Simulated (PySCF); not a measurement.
A structure optimised at B3LYP-D3(BJ)/def2-SVP, used in a PySCF frequency run:

```xyz
4

Nb    -0.3049    -0.3699     0.0000
O      0.7575    -1.6499     0.0000
Cl     0.1895     0.8343     1.8166
Cl     0.1895     0.8343    -1.8166
```
Charge +1, spin multiplicity 1.

Problem. Write its SMILES, formula and point group.

Solution. [O]=[Nb+]([Cl])[Cl], Cl₂NbO, Cs

Problem. What are its rotational constants (standard atomic weights)?

Solution. 4.0136, 1.9877, 1.4882 GHz
